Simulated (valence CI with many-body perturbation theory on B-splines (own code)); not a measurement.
**V¹⁸⁺: electric-dipole lines**

Computed by valence CI with perturbative core correlation (CI+MBPT): three valence electrons over a frozen Dirac-Fock core [He], a basis of 11 s, 11 p, 9 d, 7 f, 5 g, 2 h, 1 i functions for each j, with the one-electron correlation potential Σ1 (screened to all orders), the two-electron term Σ2, the three-electron term Σ3, Breit, model QED; selected single and double excitations, second order for the rest (own B-spline code, finite nucleus).

No measured spectrum was set against this ion. As an estimate, levels of excited configurations hold to 0.05 to 0.15 % of their energy, terms of the ground configuration to about 0.5 %.

Lines 51 to 100 of 257 in falling wavelength, among levels below 7206.8 × 10³ cm⁻¹, chosen from the strongest by gf and those to the six lowest levels. Wavelengths and rates use the calculated energies, so an error of 600 cm⁻¹ moves a line at 186.1 Å by 0.11 % and its rate by three times that or more. Electric multipoles are in the length gauge, E1 and E2 with the static RPA response of the core. Weak lines are less certain than strong ones. Lines between different terms over intervals too small for the method are left out, as are lines whose strength nearly cancels. Where a level lies close to another of its J and parity, the split of strength between their lines is uncertain. The highest levels of a list are the least certain.

Names give the largest LS component (configuration and term), which can be under half, so a name can repeat, a term be missing and a line seem to break the LS rules; names also repeat where a configuration has a term twice. Letters in brackets count levels of one name in rising energy.

```csv
λ vac (Å),Upper,Lower,A (s⁻¹),S (a.u.)
186.1,2s.2p2 2D_5/2,2s2.2p 2P°_3/2,4.64e+09,8.85e-02
185.1,2p2.3s 4P_1/2,2s.2p.3s 4P°_3/2,9.26e+09,5.80e-02
184.6,2p2.3s 2P_3/2,2s.2p.3s 2P°_3/2 [a],9.04e+09,1.12e-01
182.8,2p2.3p 4D°_5/2,2s.2p.3p 4D_5/2,3.55e+09,6.43e-02
181.0,2p2.3s 4P_5/2,2s.2p.3s 4P°_5/2,7.89e+09,1.39e-01
180.1,2p3 2D°_3/2,2s.2p2 2D_3/2,6.44e+09,7.43e-02
178.3,2p3 2D°_5/2,2s.2p2 2D_5/2,9.74e+09,1.63e-01
177.1,2p2.3s 2P_1/2,2s.2p.3s 2P°_1/2 [a],1.25e+10,6.84e-02
175.6,2p3 2D°_5/2,2s.2p2 2D_3/2,1.87e+09,3.01e-02
173.5,2p2.3p 4D°_7/2,2s.2p.3p 4D_5/2,3.00e+09,6.19e-02
170.2,2p2.3s 4P_3/2,2s.2p.3s 4P°_1/2,6.27e+09,6.11e-02
167.4,2s.2p2 2D_3/2,2s2.2p 2P°_1/2,6.88e+09,6.37e-02
167.1,2p2.3s 4P_5/2,2s.2p.3s 4P°_3/2,4.68e+09,6.47e-02
164.7,2p2.3s 2D_3/2,2s.2p.3s 2P°_3/2 [a],6.60e+09,5.83e-02
162.2,2s.2p.3d 2F°_7/2 [b],2s2.3d 2D_5/2,8.05e+09,1.36e-01
160.3,2s.2p.3d 2F°_5/2 [b],2s2.3d 2D_3/2,7.98e+09,9.74e-02
157.7,2s.2p.3p 2D_5/2 [b],2s2.3p 2P°_3/2,1.17e+10,1.36e-01
157.3,2s.2p.3d 2D°_3/2 [b],2s2.3d 2D_3/2,1.49e+10,1.15e-01
157.2,2p3 4S°_3/2,2s.2p2 4P_5/2,1.57e+10,1.21e-01
156.8,2s.2p.3d 2D°_5/2 [b],2s2.3d 2D_5/2,1.60e+10,1.83e-01
156.3,2s.2p.3p 2P_1/2 [b],2s2.3p 2P°_1/2,1.49e+10,5.62e-02
156.2,2s.2p.3p 2P_3/2 [b],2s2.3p 2P°_3/2,1.54e+10,1.16e-01
155.8,2s.2p.3s 2P°_1/2 [b],2s2.3s 2S_1/2,1.51e+10,5.63e-02
155.6,2s.2p.3p 2D_3/2 [b],2s2.3p 2P°_1/2,1.28e+10,9.52e-02
155.2,2s.2p.3s 2P°_3/2 [b],2s2.3s 2S_1/2,1.01e+10,7.44e-02
151.8,2s.2p.3d 2P°_1/2 [b],2s2.3d 2D_3/2,1.68e+10,5.80e-02
151.3,2s.2p.3d 2P°_3/2 [b],2s2.3d 2D_5/2,1.86e+10,1.27e-01
149.4,2p3 4S°_3/2,2s.2p2 4P_3/2,1.20e+10,7.91e-02
143.8,2p3 2P°_1/2,2s.2p2 2D_3/2,2.00e+10,5.87e-02
143.1,2p3 4S°_3/2,2s.2p2 4P_1/2,7.14e+09,4.13e-02
140.4,2p3 2P°_3/2,2s.2p2 2D_5/2,1.12e+10,6.10e-02
139.5,2s.2p2 2P_1/2,2s2.2p 2P°_1/2,2.82e+10,7.57e-02
138.8,2s.2p2 2S_1/2,2s2.2p 2P°_3/2,2.61e+10,6.89e-02
138.7,2p3 2P°_3/2,2s.2p2 2D_3/2,3.48e+09,1.83e-02
136.2,2s.2p2 2P_3/2,2s2.2p 2P°_3/2,3.34e+10,1.67e-01
129.4,2p3 2D°_5/2,2s.2p2 4P_5/2,6.86e+08,4.41e-03
126.7,2s.2p2 2S_1/2,2s2.2p 2P°_1/2,3.24e+09,6.51e-03
126.3,2p3 2D°_3/2,2s.2p2 4P_3/2,6.33e+08,2.52e-03
124.6,2s.2p2 2P_3/2,2s2.2p 2P°_1/2,5.32e+09,2.03e-02
17.63,2s2.3p 2P°_1/2,2s.2p2 2D_3/2,1.06e+11,5.71e-04
17.10,2p2.3s 2D_3/2,2p3 2P°_3/2,1.05e+12,1.03e-02
16.92,2s.2p.3s 2P°_1/2 [a],2s.2p2 2D_3/2,9.21e+11,4.40e-03
16.89,2p2.3s 2P_1/2,2p3 2D°_3/2,1.33e+12,6.34e-03
16.86,2p2.3s 2P_3/2,2p3 2D°_5/2,9.92e+11,9.38e-03
16.80,2s.2p.3s 2P°_3/2 [a],2s.2p2 2D_5/2,1.04e+12,9.77e-03
16.78,2s.2p.3s 2P°_3/2 [b],2s.2p2 2P_3/2,6.36e+11,5.94e-03
16.78,2s.2p.3s 2P°_3/2 [a],2s.2p2 2D_3/2,9.00e+10,8.39e-04
16.75,2s.2p.3s 2P°_1/2 [b],2s.2p2 2S_1/2,1.09e+12,5.08e-03
16.71,2p2.3s 4P_3/2,2p3 4S°_3/2,9.26e+11,8.53e-03
16.70,2p2.3s 2D_5/2,2p3 2D°_5/2,1.14e+12,1.57e-02
```
